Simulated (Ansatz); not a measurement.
A nudged elastic band was laid between two geometries of AlClFH$_{5}$OSi (10 atoms, charge 0, multiplicity 1).

Level of theory: RKS PBE0-D4/6-31G* (Ansatz).

```json
{
  "movable images": "7",
  "climbing image": "yes",
  "spring": "5.0 eV/Å²",
  "optimiser": "quadratic models (default)",
  "start path": "through a guess of the saddle point",
  "force threshold": "0.03 eV/Å",
  "iteration limit": "56",
  "end points": "relaxed"
}
```

Image 0:

```xyz
10
Properties=species:S:1:pos:R:3
Al -0.281 0.034 0.043
Cl -0.140 -0.409 2.165
O 0.956 -0.616 -0.918
Si 2.371 -1.375 -1.251
H 2.116 -2.690 -1.901
H 3.190 -0.540 -2.174
H 3.163 -1.612 -0.009
H -1.710 0.350 -0.526
F 0.450 1.825 0.560
H 0.518 1.627 1.500
```

Image 8:

```xyz
10
Properties=species:S:1:pos:R:3
Al -0.193 0.400 -0.281
Cl 0.051 -0.035 2.301
O 1.002 -0.614 -0.924
Si 2.384 -1.415 -1.276
H 2.073 -2.701 -1.962
H 3.256 -0.603 -2.172
H 3.150 -1.723 -0.033
H -1.723 0.131 -0.519
F 0.271 1.939 0.200
H 0.360 1.214 2.158
```

(1) Which bonds break or form, and what moves?

(2) Give the energies along the band, and the barrier.

(3) What is the geometry of the highest image?

(4) What are the harmonic wavenumbers there?

## Answers

(1) Bonds broken: F9–H10. Bonds formed: Cl2–H10.

(2) The forces met the threshold. The highest image is number 5 of 0 to 8, 0.240 eV above the first end and 0.110 eV above the last; the last end lies 0.129 eV above the first. A vibrational analysis at the climbing image gives one clearly imaginary mode, 556i cm⁻¹: a first-order saddle point. The orbitals stay closed-shell, which can raise the energy where a bond breaks towards radicals; this wasn't checked here.

| image | path coordinate (Å) | energy (eV) | F9–H10 (Å) | Cl2–H10 (Å) |
| --- | --- | --- | --- | --- |
| 0 | 0.00 | 0.000 | 0.96 | 2.24 |
| 1 | 0.27 | 0.000 | 0.96 | 2.24 |
| 2 | 0.54 | 0.001 | 0.96 | 2.23 |
| 3 | 0.82 | 0.014 | 0.98 | 2.07 |
| 4 | 1.09 | 0.112 | 1.05 | 1.76 |
| 5 | 1.36 | 0.240 | 1.27 | 1.48 |
| 6 | 1.70 | 0.154 | 1.68 | 1.33 |
| 7 | 2.04 | 0.131 | 2.05 | 1.30 |
| 8 | 2.39 | 0.129 | 2.09 | 1.30 |

(3) 
```xyz
10
Properties=species:S:1:pos:R:3
Al -0.147 0.283 -0.071
Cl -0.018 -0.025 2.286
O 1.206 -0.416 -0.800
Si 2.415 -1.410 -1.286
H 1.862 -2.631 -1.937
H 3.288 -0.706 -2.267
H 3.248 -1.833 -0.125
H -1.627 0.106 -0.561
F 0.210 1.913 0.565
H 0.194 1.314 1.687
```

(4) 556i, 12, 30, 40, 156, 215, 335, 497, 540, 597, 657, 736, 738, 806, 876, 958, 960, 1010, 1143, 1495, 2032, 2253, 2255, 2263 cm⁻¹.

The run took 18 min on 2 threads of Arm Neoverse N1, with other jobs on the host, peak memory 0.23 GiB.
